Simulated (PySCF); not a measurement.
H4Al, charge -1, singlet, geometry from GFN2-xTB (such geometries of metal compounds can be far from the true shape).

The PySCF input:
```python
from pyscf import gto, scf, dft, tdscf

mol = gto.M(
    atom='''
Al    0.00000000    0.00000000    0.00000000
H     1.18053819   -0.18487477    1.10520713
H    -1.20484790    0.89002915    0.63680575
H    -0.57385632   -1.46106504   -0.43047623
H     0.59816603    0.75591066   -1.31153666
''',
    basis='6-31g',
    charge=-1,
    verbose=4,
)

mf = dft.RKS(mol)
mf.xc = 'b3lyp'
mf.kernel()
td = mf.TDA()
td.nstates = 5
td.kernel()
td.analyze()
```

**Question.** What does this run give for the total energy, lowest excitation energy found, HOMO energy, HOMO-LUMO gap?

**Answer.** 
```json
{
 "total_energy": "-244.8306 Eh",
 "lowest_excitation_energy_found": "7.49 eV",
 "HOMO energy": "-1.94 eV",
 "HOMO-LUMO gap": "8.56 eV"
}
```
